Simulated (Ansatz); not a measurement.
CH9BOSi2 can be A, `BCO[SiH2][SiH3]`, or B, `CB[SiH](O)[SiH3]`.

Computed with Ansatz on PBE0-D4/def2-TZVP structures; ΔE is electronic, products minus reactants. CBS: MP2 limit from def2 TZ/QZ plus the TZ coupled-cluster correction, frozen cores. DFT in def2-TZVPP. B3LYP here is the variant with VWN-RPA as its local correlation; programs differ in this. Each species was taken in one conformer, which may not be the lowest.

A:

```xyz
14

B    -0.8638   -1.0468    2.5005
C    -0.6374   -0.7739    0.9940
O     0.7119   -0.6018    0.6069
Si    1.1474   -0.3153   -0.9574
Si    0.3066    1.7257   -1.7644
H     0.0404   -1.1016    3.2778
H    -1.9919   -1.2018    2.8695
H    -1.2482    0.1082    0.7239
H    -1.1105   -1.5992    0.4295
H     0.6494   -1.4131   -1.8409
H     2.6314   -0.3100   -0.9764
H    -1.1828    1.7447   -1.7366
H     0.8015    2.8700   -0.9519
H     0.7458    1.9149   -3.1746
```

B:

```xyz
14

C     1.740   -1.293   -0.507
B     1.338    0.050    0.164
Si   -0.458    0.301    1.015
O    -0.633    1.597    2.041
Si   -1.946    0.429   -0.815
H     0.948   -2.036   -0.622
H     2.256   -1.156   -1.463
H     2.499   -1.729    0.163
H     2.123    0.960    0.122
H    -0.871   -0.890    1.810
H    -0.184    2.405    1.789
H    -1.603    1.578   -1.701
H    -3.355    0.600   -0.367
H    -1.854   -0.816   -1.629
```

Task: Which isomer does CCSD(T)/CBS put lower? Give the gap. (Estimate.)

Result: The calculation gave: B, by 20.5 kcal/mol.

Task: Give E(B) − E(A) in kcal/mol with HF/def2-TZVPP, B2PLYP, PBE0-D4, CCSD/def2-TZVPP, PBE-D4, B3LYP, CCSD(T)/def2-TZVPP. (Estimate.)

Result: Computed: HF/def2-TZVPP -14.5, B2PLYP -19.1, PBE0-D4 -22.0, CCSD/def2-TZVPP -19.3, PBE-D4 -22.6, B3LYP -18.8, CCSD(T)/def2-TZVPP -19.9. None reverses the order clearly.

Largest T1 diagnostic: 0.013.

In def2-TZVPP, CCSD(T) changes the Hartree–Fock value by −5.3 kcal/mol (the triples alone add −0.6 kcal/mol) and MP2 by −5.8 kcal/mol.
